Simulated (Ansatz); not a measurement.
Basis-set extrapolation for CH₆AlOSi, SMILES `[CH3][Al][O][SiH3]` radical (PBE0-D4/def2-TZVP geometry, frozen core, Ansatz). Multiplicity 2, UHF reference.

```
                      def2-TZVPP   def2-QZVPP
                 HF  -647.227141  -647.249874
    MP2 correlation    -0.595673    -0.639911
CCSD(T) correlation    -0.658988      not run
```

Energies in hartree. Use E(X) = E(∞) + A·exp(−7.88·√X) for Hartree–Fock and E(X) = E(∞) + B·X^(−2.97) for correlation, with X = 3 and 4, and add CCSD(T) minus MP2 of the smaller set to the MP2 limit.

Problem. What is the CCSD(T) energy at the basis-set limit?

Solution. HF limit: -647.249874 + (-0.022733) × 0.13774 = -647.25301. MP2 limit: -0.639911 + (-0.044238) × 0.74074 = -0.67268. Higher-order term: -0.658988 − (-0.595673) = -0.06332. Total: -647.98901 hartree, 270.1 kJ/mol below CCSD(T)/def2-TZVPP.
